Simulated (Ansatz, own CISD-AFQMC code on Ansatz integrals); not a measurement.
CH4OSi, SMILES `C=[SiH]O` (C–Si–O–H torsion 0°) (charge 0, multiplicity 1).

Z-matrix (Å, degrees):
```
Si
O 1 1.6379
H 2 0.9617 1 118.34
C 1 1.6914 2 127.55 3 0.05
H 4 1.0814 1 124.95 2 0.00
H 4 1.0829 5 115.93 1 180.00
H 1 1.4658 2 107.03 3 -179.96
```
Charge 0, spin multiplicity 1.

Frozen-core correlation energies in cc-pVDZ at a geometry from B3LYP-D3(BJ)/def2-TZVP, on an HF energy of -403.96967 Ha (<S^2> = 0.00). Wave-function levels are from Ansatz, the walk from an own CISD-AFQMC code on Ansatz integrals (time step 0.005/Ha, trial state from CCSD amplitudes, largest double 0.11).

```csv
level,correlation energy (mHa)
MP2,-422.9
CCSD,-453.3
CCSD(T),-466.4
```

Task: What correlation energy does phaseless AFQMC give, and where does it lie among these levels?

Result: -468.7 ± 0.4 mHa (one standard error). AFQMC minus each level: MP2 -45.8 mHa, CCSD -15.5 mHa, CCSD(T) -2.3 mHa.
